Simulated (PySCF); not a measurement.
Compound: C₆H₁₃FGe.
Cartesian coordinates in Å at the PBE0-D3(BJ)/def2-SVP level; atoms count from 1:
```xyz
21
C6H13FGe angstrom
F      2.991   -1.358    1.010
C      2.400   -0.123    0.819
Ge     1.202   -0.223   -0.749
C     -0.146   -1.600   -0.405
C     -1.211   -1.076    0.560
C     -1.881    0.228    0.120
C     -0.972    1.459    0.116
C      0.147    1.422   -0.929
H      1.837    0.145    1.730
H      3.189    0.636    0.679
H      2.063   -0.529   -1.992
H     -0.608   -1.876   -1.368
H      0.341   -2.506   -0.011
H     -0.764   -0.922    1.560
H     -1.989   -1.845    0.704
H     -2.735    0.427    0.788
H     -2.313    0.092   -0.889
H     -1.592    2.358   -0.043
H     -0.537    1.577    1.126
H     -0.284    1.427   -1.944
H      0.787    2.316   -0.858
```

Computed with PySCF 2.14.0, density-fitted response routines, TDDFT PBE0/def2-SVPD, vertical, gas phase, core orbitals frozen in the response. The PBE0/def2-SVPD calculation is non-relativistic and has no spin–orbit coupling, an omission that weighs most on germanium.

Lowest singlets, with some entries withheld (?).

| state | E (eV) | f | main configurations (H = HOMO, L = LUMO) |
| --- | --- | --- | --- |
| S1 | ? | ? | ? |
| S2 | 7.29 | 0.014 | H-1→L (68%), H→L+1 (16%) |
| S3 | 7.31 | 0.014 | H→L+1 (57%), H-1→L+1 (35%) |
| S4 | 7.39 | 0.019 | H-1→L+1 (47%), H→L+1 (24%), H-1→L (14%) |
| S5 | ? | ? | ? |
| S6 | 7.72 | 0.012 | H-1→L+2 (81%) |
| S7 | 7.86 | 0.0014 | H→L+3 (87%) |
| S8 | 7.92 | 0.034 | H-2→L (73%), H-1→L+2 (9%) |
| S9 | 8.03 | 0.018 | H-1→L+3 (51%), H-2→L+1 (16%) |
| S10 | 8.11 | 0.044 | H→L+5 (37%), H→L+4 (23%), H-2→L+1 (19%) |

(1) What stands in place of each question mark?

(2) What is the vertical ionisation energy by ΔSCF at this level?

(3) How far apart are S7 and S8, in eV and cm⁻¹?

(4) What is the mean static polarisability from the same response equations?

Results:

(1) 
- S1: E = 7.04 eV; f = 0.0041; H→L (96%)
- S5: E = 7.44 eV; f = 0.0031; H→L+2 (85%)

(2) 9.39 eV; −ε(HOMO) is 7.61 eV.

(3) 7.924 − 7.859 = 0.065 eV, or about 520 cm⁻¹.

(4) 99.4 au (14.73 Å³), with principal values 91.3, 98.5 and 108.4 au.

One conformer stands for the species.

Without π bonds the low states are Rydberg-like; a valence basis with one diffuse set may place them up to an eV too high.
